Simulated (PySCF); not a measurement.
FHSTe. Atoms are numbered in the order given.

```xyz
4

Te     0.4891    -0.1984    -0.0157
F     -0.6736    -1.6832    -0.4552
S     -1.1318     1.4719     0.3633
H     -1.2605     1.9174    -0.9016
```

The structure is a stationary point at B3LYP-D3(BJ)/def2-TZVP. The def2 effective core potentials stand for the cores of Te; spin–orbit coupling is left out. The values are those of a single conformer.

All values below come from B3LYP/def2-TZVPD in PySCF.

Mulliken values depend strongly on the basis, most of all with diffuse functions as here. ESP charges are fitted to the potential on shells at 1.4 to 2.0 van der Waals radii. Atomic charges (e):

| atom | ESP fit | Mulliken |
|---|---|---|
| Te1 | 0.25 | 0.59 |
| F2 | -0.24 | -0.45 |
| S3 | -0.16 | -0.33 |
| H4 | 0.15 | 0.18 |
